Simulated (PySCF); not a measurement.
GeH6P2.
InChI=1S/GeH6P2/c2-1-3/h1-3H2

Theory: EOM-IP-CCSD/aug-cc-pVDZ in PySCF, restricted Hartree–Fock reference, 19 core orbitals frozen, non-relativistic, gas phase, PBE0-D3(BJ)/def2-SVP geometry.

Hartree–Fock orbital energies give these Koopmans values (eV): HOMO 9.30, HOMO-1 11.26, HOMO-2 11.55, HOMO-3 12.50, HOMO-4 12.69, HOMO-5 14.11, HOMO-6 14.75, HOMO-7 18.64.

Question: What vertical ionisation energies does EOM-IP-CCSD give?

Answer: 
```tsv
leading hole (HF orbital)	Koopmans (eV)	EOM-IP-CCSD (eV)	change (eV)	one-hole share
HOMO	9.30	8.92	-0.38	0.95
HOMO-1	11.26	10.69	-0.57	0.93
HOMO-2	11.55	10.89	-0.66	0.95
HOMO-3	12.50	11.78	-0.72	0.94
HOMO-4	12.69	11.85	-0.84	0.94
HOMO-5	14.11	13.23	-0.88	0.94
HOMO-6	14.75	13.81	-0.94	0.93
HOMO-7	18.64	16.75	-1.89	0.77
```

Question: Does the order of the lines follow the orbital energies?

Answer: Yes, no two lines change places. The corrections run from -1.89 to -0.38 eV, with a mean of -0.86 eV over the 8 lines; no line lies above its Koopmans value.

Question: At what kinetic energies would He I light (21.22 eV) eject these electrons?

Answer: 12.30 eV (HOMO), 10.53 eV (HOMO-1), 10.33 eV (HOMO-2), 9.44 eV (HOMO-3), 9.37 eV (HOMO-4), 7.99 eV (HOMO-5), 7.41 eV (HOMO-6), 4.47 eV (HOMO-7).

Question: What total energy has the lowest final state, and which wavelength reaches it?

Answer: E(CCSD) + ionisation energy = -2760.76749 + 0.32788 = -2760.43961 Eh, at the geometry of the initial state. The threshold wavelength is 1239.84 eV nm/8.92 eV = 139.0 nm.

Lines less than 0.15 eV apart could change places at a higher level. One root was sought for each valence orbital with −ε under 21 eV, eight at most, so deeper holes and satellites are missing; no vibrational structure.

The run took 2.8 min of wall time on one thread, x86-64 server, on a shared host.

Shape of the structure used: `[PH2:1][GeH2:2][PH2:3]`: H–P1–Ge2–P3 41°, H–P1–Ge2–P3 -53°, H–P3–Ge2–P1 -49°, H–P3–Ge2–P1 45°.

One conformer stands for the species.
